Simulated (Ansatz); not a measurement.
Computed with Ansatz.

Basis-set series for C2H6Ga+ (`[CH3][Ga+][CH3]`). The species carries charge 1 and has multiplicity 1. The structure was optimised at the PBE0-D4/def2-TZVP level.

```csv
functional,basis,functions,energy (Eh),HOMO (eV),LUMO (eV)
PBE0-D4,def2-SVP,90,-2003.76448,-14.33,-6.63
PBE0-D4,def2-TZVPP,194,-2004.10191,-14.27,-6.59
ωB97M-V,def2-SVP,90,-2003.95047,-16.46,-4.86
ωB97M-V,def2-TZVPP,194,-2004.29280,-16.41,-4.83
```

Question: Give the rows for def2-QZVPP. (Best estimate.)

Answer: The calculation gave: 
```json
{"functional": "PBE0-D4", "basis": "def2-QZVPP", "functions": "383", "energy (Eh)": "-2004.14957", "HOMO (eV)": "-14.27", "LUMO (eV)": "-6.60"}
{"functional": "ωB97M-V", "basis": "def2-QZVPP", "functions": "383", "energy (Eh)": "-2004.33914", "HOMO (eV)": "-16.41", "LUMO (eV)": "-4.86"}
```

Scalar relativity is left out up to krypton.
